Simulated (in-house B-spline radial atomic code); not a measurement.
The numbers below are computed, except where a source is named.
**Two electrons in Ge: a spherical dot of radius 75.5 nm with hard walls**

For Ge the NSM archive of the Ioffe Institute lists m_l = 1.6 m0, m_t = 0.08 m0 and ε = 16.2; the model takes one isotropic valley with the conductivity mass 3/(1/m_l + 2/m_t) = 0.117 m0, and so misses anisotropy and the other valleys. All triplets below are those of one valley; with several valleys two electrons can form a triplet in the 1s orbital itself, at an energy set by the valley splitting.

Effective-mass model with parabolic bands, a uniform dielectric constant, no image charges, no central-cell or spin-orbit terms. Two-electron levels come from full CI in B-splines with partial waves to l = 5 (up to 0.001 effective hartree above the limit).

Question: What are the effective units, and what is the potential in them?

Answer: Ha* = 27211.386 meV × 0.117/16.2² = 12.13 meV and a* = 0.0529177 nm × 16.2/0.117 = 7.327 nm. The radius is R = 10.3 a*. The one-electron levels are π²/2R² = 0.0465 and 4.4934²/2R² = 0.0952 Ha*.

In these units the lowest s and p orbitals lie at 0.046515 and 0.095158, and their Coulomb and exchange integrals are J_ss = 0.173405, J_sp = 0.157250 and K_sp = 0.03492. (For an empty sphere J_ss = 1.786/R.) Full CI gives 0.227698 for the ground singlet, 0.253321 for the sp triplet, 0.289929 for the sp singlet and 0.365927 for the lowest triplet of two s orbitals.

Question: What does it cost to add the second electron, to first order and exactly?

Answer: To first order E = 2ε_s + J_ss = 0.266436, so the charging energy E(2) − 2E(1) is J_ss = 2.104 meV. CI gives 0.227698 − 2 × (0.046515) = 0.134667, or 1.634 meV: relaxation and correlation lower it by 0.4699 meV, 22.3 % of J_ss. The s² configuration of one-electron orbitals holds 80.2 % of the state, and the mean radius is 42.5 nm.

Question: How far above the singlet do the triplets lie?

Answer: To first order the sp triplet lies at ε_s + ε_p + J_sp − K_sp = 0.264006, which is 0.02948 meV below 2ε_s + J_ss, so first order fails: the exact ground state of two electrons is a singlet. CI gives 0.253321 − (0.227698) = 0.025623, or 0.3108 meV, 53 % of the orbital spacing of 0.5901 meV. The ss triplet lies 1.677 meV up, so the lower of the two is the sp one, and its gap equals k_BT at 3.61 K. The sp singlet-triplet splitting is 0.4441 meV, against 2K_sp = 0.8472 meV.
